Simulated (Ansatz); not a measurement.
Problem. Predict a relaxed structure of the cluster Be₂F₅⁻, charge -1, singlet, at PBE-D4/def2-SVPD (Ansatz).

Solution. 
```xyz
7

Be    1.245   -0.723   -0.465
Be   -1.247    0.690    0.509
F     2.471   -0.936    0.313
F     1.016   -0.909   -1.901
F    -0.012   -0.282    0.379
F    -1.018    2.073    0.080
F    -2.453    0.086    1.086
```
 This is one stationary point.

The structure comes from a short search, and lower isomers may exist.
